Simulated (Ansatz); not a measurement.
Species: H3BO3, SMILES `OB(O)O` (charge 0, multiplicity 1).

### Question
Give a relaxed geometry from PBE0-D3(BJ)/def2-TZVP (Ansatz, a program for electronic structure).

### Answer
Several could match; the one computed here: the end point of this relaxation, one of several conformers (outside a Z-matrix the atoms follow the SMILES, hydrogens last).
Z-matrix (Å, degrees):
```
B
O 1 1.3601
H 2 0.9591 1 111.65
O 1 1.3667 2 116.46 3 -179.98
H 4 0.9566 1 115.34 2 -179.98
O 1 1.3761 2 118.29 3 0.01
H 6 0.9572 1 115.83 2 -179.97
```
